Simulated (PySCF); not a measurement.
MS anions for M along the sixth-period p block

PBE0 with double-zeta basis sets in PySCF, for the lowest determinant that a PBE0 search found; no spin–orbit coupling. De refers to high-spin ground-configuration atoms (the charge goes to the atom of lower measured ionisation energy or higher electron affinity, which is not always the lowest computed limit). A positive dipole points towards S; it is taken about the centre of mass and depends on that origin.

```json
{"M": "Tl", "basis": "def2-SVPD", "charged atom": "S−", "state (unpaired electrons)": "singlet (closed shell)", "Re (Å)": "2.427", "ωe (cm⁻¹)": "344", "De (eV)": "3.29", "μ (D)": "-7.23"}
{"M": "Pb", "basis": "def2-SVPD", "charged atom": "S−", "state (unpaired electrons)": "doublet (π ↑)", "Re (Å)": "2.430", "ωe (cm⁻¹)": "364", "De (eV)": "3.24", "μ (D)": "-6.12"}
{"M": "Bi", "basis": "aug-cc-pVDZ-PP/aug-cc-pV(D+d)Z", "charged atom": "S−", "state (unpaired electrons)": "triplet (π ↑↑)", "Re (Å)": "2.419", "ωe (cm⁻¹)": "376", "De (eV)": "2.92", "μ (D)": "-5.36"}
```

The shortest bond is that of BiS⁻ (2.419 Å), the longest that of PbS⁻ (2.430 Å).

The rows differ in basis set, which adds steps of its own.

The state changes along the series, so neighbouring rows are not always alike in their bonding.

These are scalar-relativistic numbers at best; spin–orbit coupling would shift them, the dissociation energy most. For an ion De counts to the pair picked by the measured ionisation energies or electron affinities, which need not be the lowest pair at this level. The highest Kohn–Sham level is positive in some of these anions. Much of that is self-interaction error, but it also means that the finite basis helps to hold the extra electron. States were picked by a PBE0 search and need not be the measured ground states.
